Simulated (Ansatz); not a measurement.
AlClFH2N, SMILES `[NH2][Al]([F])[Cl]`. The species carries charge 0 and has multiplicity 1.

Cartesian coordinates in Å:
```
N -0.466 -0.766 0.443
Al 0.254 0.610 -0.354
F -0.706 1.759 -1.026
Cl 2.318 0.828 -0.470
H -1.457 -0.923 0.530
H 0.057 -1.508 0.877
```

Q: What are the harmonic wavenumbers in cm⁻¹ at PBE0-D4/def2-TZVP (Ansatz, finite differences of forces, unscaled)? (Best estimate.)

A: The calculation gave: 170, 210, 254, 372, 386, 494, 675, 821, 929, 1562, 3621, 3713.

Q: Is this a minimum?

A: Yes, all 12 modes are real.

Q: Give the ideal-gas thermochemistry at 298.15 K and 1 bar (rigid rotor, harmonic oscillator; point group Cs, symmetry number 1).

A: Zero-point energy 79.0 kJ/mol; H(298) − E = 96.2 kJ/mol; entropy 316.8 J/(mol·K), of which translation 166.0, rotation 110.6, vibration 40.2; G(298) − E = 1.7 kJ/mol.

Q: And at 400, 500, 600, 800 and 1000 K?

A: 
| T (K) | H − E (kJ/mol) | S (J/mol/K) | G − E (kJ/mol) |
| --- | --- | --- | --- |
| 400 | 105.1 | 342.4 | -31.9 |
| 500 | 114.6 | 363.5 | -67.2 |
| 600 | 124.6 | 381.7 | -104.5 |
| 800 | 145.6 | 412.0 | -184.0 |
| 1000 | 167.7 | 436.6 | -268.9 |

Q: Rotational constants (cm⁻¹)?

A: 0.2144, 0.1046, 0.07029.
